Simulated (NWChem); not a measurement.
# BH2O2Cl; SMILES OB(O)Cl

```xyz
6

B     -0.0134     0.4484     0.0000
Cl    -0.0225    -1.3376     0.0000
O     -1.2120     1.0885     0.0000
H     -1.0865     2.0557     0.0000
O      1.1618     1.1467     0.0000
H      1.9380     0.5596     0.0000
```
Atoms are numbered in this order, from 1.

Computed with NWChem. All runs use the structure optimised with PBE-D3(BJ)/def2-SVP. Level M06-2X/def2-SVP: energy and gradient on several grids; changes count from the extra-fine grid, which is no exact limit either.

| grid | size of the energy change (μHa) | largest change of a gradient component (μHa/bohr) |
|---|---|---|
| xcoarse | 10000 | 4000 |
| coarse | 100 | 500 |
| medium | < 10 | 100 |
| fine | < 10 | < 30 |
| xfine | < 10 | < 30 |
